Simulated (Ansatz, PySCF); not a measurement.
Gas-phase reaction in SMILES: [SnH3] (SnH3) -> [SnH2] (SnH2) + H atom (the H-Sn bond at the site shown breaks; other sites are not compared here)
Structures are relaxed separately at B3LYP-D3(BJ)/def2-TZVP in Ansatz (a first-principles code). Unstable Hartree-Fock reference: [SnH2] (SnH2).

Property: bond dissociation energy (0 K, with B3LYP-D3(BJ) harmonic zero-point energies from PySCF), in kcal/mol. Cores are frozen in the correlated levels unless marked. UHF or UKS for open shells. No spin-orbit coupling. The frozen core is the preceding noble-gas configuration, with the filled d and f shells of earlier blocks. In def2 rows, elements after Kr have scalar-relativistic effective core potentials. CBS(X,Y): correlation extrapolated as X^-3; Hartree-Fock from the larger set.

| level | program | bond dissociation energy (kcal/mol) |
|---|---|---|
| revPBE/def2-TZVPD | Ansatz | 43.3 |

Problem. Predict the CCSD(T)/CBS(def2-TZVPPD,def2-QZVPPD) result (Ansatz).

Solution. 48.1 kcal/mol
